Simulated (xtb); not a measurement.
C3H8Mg, SMILES C[CH](C)[MgH]. All values are semi-empirical tight-binding results from xtb (GFN2-xTB unless named), good for trends rather than for accurate numbers. Coordinates come from a GFN2-xTB optimisation.

Optimised geometry:

Bond lengths (Å): Mg1–H2 1.689, Mg1–C3 2.101, C3–C4 1.525, C3–C5 1.525, C3–H6 1.095, C4–H7 1.096, C4–H8 1.100, C4–H9 1.094, C5–H10 1.094, C5–H11 1.096, C5–H12 1.100. Angles (°): H2–Mg1–C3 131.1, Mg1–C3–C4 102.6, Mg1–C3–C5 103.1, Mg1–C3–H6 125.1, C4–C3–C5 109.1, C4–C3–H6 108.1, C5–C3–H6 108.1, C3–C4–H7 111.5, C3–C4–H8 110.4, C3–C4–H9 111.1, H7–C4–H8 107.5, H7–C4–H9 107.9, H8–C4–H9 108.4, C3–C5–H10 111.1, C3–C5–H11 111.5, C3–C5–H12 110.4, H10–C5–H11 107.8, H10–C5–H12 108.4, H11–C5–H12 107.5.
Charge 0, spin multiplicity 1.

For metal compounds this method's bond lengths and energies can be far off.

- point group as xtb finds it: Cs
- orbital gap: 2.70 eV
- zero-point energy: 58.6 kcal/mol
- G − E(el) at 298.15 K (modified RRHO): 40.0 kcal/mol

Problem. Give the atomic charges and the Wiberg bond orders between heavy atoms. (The exact figures need the calculation; the answer reports its results.)

Solution. charges (e) Mg1 0.42, H2 -0.23, C3 -0.17, C4 -0.10, C5 -0.10, H6 0.02, H7 0.03, H8 0.03, H9 0.02, H10 0.02, H11 0.03, H12 0.03. Bond orders Mg1–C3 0.73, C3–C4 1.02, C3–C5 1.02.
